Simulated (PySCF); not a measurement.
C₃H₆FNSi, SMILES F/C=C1/CN[SiH2]1.

Coordinates come from a r2SCAN-D4/def2-SVP optimisation. The structure was generated by enumeration; whether it is a known compound was not checked.

These are TDDFT-LC-ωPBE/def2-SVPD in PySCF 2.14.0 values and carry that method's errors.

Vertical excitations. Gas-phase values at a fixed geometry. State labels are in the subgroup Cs.

```json
[
 {"state": "S1", "symmetry": "A\"", "energy (eV)": "6.06", "λ (nm)": "205", "f": "0.004", "main pairs": "HOMO→LUMO+1 83 %"},
 {"state": "S2", "symmetry": "A'", "energy (eV)": "6.48", "λ (nm)": "191", "f": "0.041", "main pairs": "HOMO→LUMO 97 %"},
 {"state": "S3", "symmetry": "A'", "energy (eV)": "7.02", "λ (nm)": "177", "f": "0.385", "main pairs": "HOMO−1→LUMO 96 %"},
 {"state": "S4", "symmetry": "A\"", "energy (eV)": "7.04", "λ (nm)": "176", "f": "0.001", "main pairs": "HOMO→LUMO+2 34 %, HOMO→LUMO+3 21 %, HOMO→LUMO+4 17 %, HOMO−2→LUMO 12 %"},
 {"state": "S5", "symmetry": "A\"", "energy (eV)": "7.15", "λ (nm)": "173", "f": "0.004", "main pairs": "HOMO−2→LUMO 77 %"},
 {"state": "S6", "symmetry": "A\"", "energy (eV)": "7.49", "λ (nm)": "166", "f": "0.010", "main pairs": "HOMO−1→LUMO+1 56 %, HOMO−1→LUMO+2 19 %"},
 {"state": "S7", "symmetry": "A\"", "energy (eV)": "7.61", "λ (nm)": "163", "f": "0.001", "main pairs": "HOMO→LUMO+2 22 %, HOMO→LUMO+3 19 %, HOMO−1→LUMO+2 17 %, HOMO−1→LUMO+4 8 %"},
 {"state": "S8", "symmetry": "A\"", "energy (eV)": "7.88", "λ (nm)": "157", "f": "0.008", "main pairs": "HOMO→LUMO+3 33 %, HOMO−1→LUMO+2 29 %, HOMO→LUMO+4 8 %, HOMO→LUMO+5 7 %"},
 {"state": "S9", "symmetry": "A\"", "energy (eV)": "8.00", "λ (nm)": "155", "f": "0.015", "main pairs": "HOMO→LUMO+5 37 %, HOMO→LUMO+6 17 %, HOMO−1→LUMO+3 10 %, HOMO−1→LUMO+4 7 %"},
 {"state": "S10", "symmetry": "A\"", "energy (eV)": "8.18", "λ (nm)": "152", "f": "0.003", "main pairs": "HOMO−1→LUMO+3 40 %, HOMO→LUMO+5 22 %"},
 {"state": "T1", "symmetry": "A'", "energy (eV)": "3.87", "λ (nm)": "320", "f": "0", "main pairs": "HOMO−1→LUMO 73 %, HOMO→LUMO 18 %"},
 {"state": "T2", "symmetry": "A\"", "energy (eV)": "5.66", "λ (nm)": "219", "f": "0", "main pairs": "HOMO→LUMO+1 77 %"},
 {"state": "T3", "symmetry": "A'", "energy (eV)": "6.21", "λ (nm)": "200", "f": "0", "main pairs": "HOMO→LUMO 77 %, HOMO−1→LUMO 18 %"},
 {"state": "T4", "symmetry": "A\"", "energy (eV)": "6.50", "λ (nm)": "191", "f": "0", "main pairs": "HOMO−2→LUMO 91 %"}
]
```
Triplets are in the Tamm–Dancoff approximation, which puts them higher than full response would, so one can lie above its singlet here.
